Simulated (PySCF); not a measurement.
PySCF was given this input:
```python
from pyscf import gto, scf, dft

mol = gto.M(
    atom='''
F    -1.034034   -1.262326   -0.413136
Ge    0.002856    0.009445    0.381250
F     1.595920   -0.278150   -0.457217
F    -0.572039    1.506892   -0.485203
''',
    basis='aug-cc-pvdz',
    charge=0,
    spin=1,
    verbose=3,
)

mf = dft.UKS(mol)
mf.xc = 'pbe0'
mf = mf.density_fit(auxbasis='def2-universal-jkfit')
mf.kernel()
mf.analyze()
```

Estimate the total energy that DF-PBE0/aug-cc-pVDZ (PySCF) returns for this input.

-2376.055815 Ha

Give the <S^2> at the level DF-PBE0/aug-cc-pVDZ.

0.754

Predict the dipole moment from DF-PBE0/aug-cc-pVDZ.

3.43 D

Estimate the HOMO energy that DF-PBE0/aug-cc-pVDZ returns for this input.

-9.82 eV

What is the computed number of basis functions (DF-PBE0/aug-cc-pVDZ)?

105

What nuclear repulsion energy does DF-PBE0/aug-cc-pVDZ give?

296.5779 Eh

These values belong to the state on which the SCF converged, which isn't shown to be the lowest.

Roughly what does it cost on one core?

roughly 13 core-seconds.
